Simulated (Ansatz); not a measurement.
The cluster Te₂Mo, 3 atoms. Hardware: 4 threads of Arm Neoverse V2 on a shared host.

In the def2 sets Mo, Te take a core potential; there is no spin–orbit coupling. Correlated methods freeze 8 core orbitals; core or outer-core shells of Mo, Te are correlated, in sets that lack core-valence functions.

**Question.** How many basis functions does each of these Ansatz runs have, and roughly what does it cost? B97M-V/def2-TZVP, charge 0 singlet, energy, from earlier orbitals; B3LYP-D4/def2-TZVP, charge 0 quintet, energy, from earlier orbitals; MP2/def2-TZVP, charge 0 quintet, energy, from earlier orbitals; BHLYP-D4/def2-TZVP, charge 0 singlet, energy, from earlier orbitals; PBE0-D4/def2-SVP, charge 0 singlet, energy with a search over starts; CCSD(T)/def2-TZVPP, charge 0 singlet, energy, from earlier orbitals; r2SCAN-D4/def2-TZVP, charge 0 singlet, energy, from earlier orbitals; r2SCAN-D4/def2-TZVP, charge 0 quintet, energy, from earlier orbitals; PBE-D4/def2-TZVP, charge 1 doublet at the geometry of the charge 0 singlet, energy, from earlier orbitals; PBE0-D4/def2-SVP, charge 1 doublet at the geometry of the charge 0 singlet, energy with a search over starts; B3LYP-D4/def2-TZVP, charge 0 quintet, relaxation, 6 steps; PBE0-D4/def2-SVP, charge -1 doublet at the geometry of the charge 0 singlet, energy with a search over starts.

**Answer.** Other jobs shared the machine, so times can vary by a factor of up to 3. A dash marks memory too small to be measured apart from the calling script's.

```
                                                                                                          run  functions  fitting or Cholesky vectors  wall time  peak host memory (GiB)
    PBE-D4/def2-TZVP, charge 1 doublet at the geometry of the charge 0 singlet, energy, from earlier orbitals        140                         1080      2.4 s                       –
                                         PBE0-D4/def2-SVP, charge 0 singlet, energy with a search over starts         83                          993      2.5 s                       –
                                         r2SCAN-D4/def2-TZVP, charge 0 singlet, energy, from earlier orbitals        140                         1080      3.2 s                       –
                                               MP2/def2-TZVP, charge 0 quintet, energy, from earlier orbitals        140                         1317      3.3 s                       –
                                          B3LYP-D4/def2-TZVP, charge 0 quintet, energy, from earlier orbitals        140                         1217      3.7 s                       –
                                          BHLYP-D4/def2-TZVP, charge 0 singlet, energy, from earlier orbitals        140                         1439      4.7 s                       –
                                            B97M-V/def2-TZVP, charge 0 singlet, energy, from earlier orbitals        140                         1080        6 s                       –
                                         r2SCAN-D4/def2-TZVP, charge 0 quintet, energy, from earlier orbitals        140                         1080        6 s                       –
PBE0-D4/def2-SVP, charge -1 doublet at the geometry of the charge 0 singlet, energy with a search over starts         83                          993       13 s                       –
                                                    B3LYP-D4/def2-TZVP, charge 0 quintet, relaxation, 6 steps        140                         1217       15 s                       –
 PBE0-D4/def2-SVP, charge 1 doublet at the geometry of the charge 0 singlet, energy with a search over starts         83                          993       28 s                       –
                                          CCSD(T)/def2-TZVPP, charge 0 singlet, energy, from earlier orbitals        156                         1336       94 s                     1.7
```
